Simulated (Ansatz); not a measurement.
The cluster Bi2Te3⁻, 5 atoms. Hardware: 4 threads of Arm Neoverse V2 on a shared host.

In the def2 sets Bi, Te take a core potential; there is no spin–orbit coupling. Correlated methods freeze 20 core orbitals; core or outer-core shells of Bi, Te are correlated, in sets that lack core-valence functions.

Q: How many basis functions does each of these Ansatz runs have, and roughly what does it cost? PBE-D4/def2-TZVPD, charge -1 doublet, energy and forces, from earlier orbitals; MP2/def2-TZVPD, charge -1 doublet, energy, from earlier orbitals; PBE0-D4/def2-SVP, charge -1 doublet, energy with a search over starts; RPA@PBE/def2-TZVPD, charge -1 doublet, energy, from earlier orbitals; r2SCAN-D4/def2-TZVPD, charge -1 doublet, energy, from earlier orbitals; r2SCAN-D4/def2-SVPD, charge -1 doublet, relaxation, 5 steps; PBE0-D4/def2-TZVPD, charge -1 doublet, energy, from earlier orbitals; BLYP-D4/def2-TZVPD, charge -1 doublet, energy, from earlier orbitals.

A: Other jobs shared the machine, so times can vary by a factor of up to 3. A dash marks memory too small to be measured apart from the calling script's.

| run | functions | fitting or Cholesky vectors | wall time | peak host memory (GiB) |
| --- | --- | --- | --- | --- |
| BLYP-D4/def2-TZVPD, charge -1 doublet, energy, from earlier orbitals | 289 | 2093 | 15 s | 0.68 |
| PBE-D4/def2-TZVPD, charge -1 doublet, energy and forces, from earlier orbitals | 289 | 2093 | 15 s | 0.69 |
| PBE0-D4/def2-SVP, charge -1 doublet, energy with a search over starts | 130 | 1668 | 19 s | 0.78 |
| r2SCAN-D4/def2-TZVPD, charge -1 doublet, energy, from earlier orbitals | 289 | 2093 | 25 s | 0.8 |
| PBE0-D4/def2-TZVPD, charge -1 doublet, energy, from earlier orbitals | 289 | 2664 | 26 s | 1.8 |
| RPA@PBE/def2-TZVPD, charge -1 doublet, energy, from earlier orbitals | 289 | 2664 | 44 s | 1.8 |
| MP2/def2-TZVPD, charge -1 doublet, energy, from earlier orbitals | 289 | 2664 | 48 s | 1.8 |
| r2SCAN-D4/def2-SVPD, charge -1 doublet, relaxation, 5 steps | 169 | 1796 | 50 s | – |
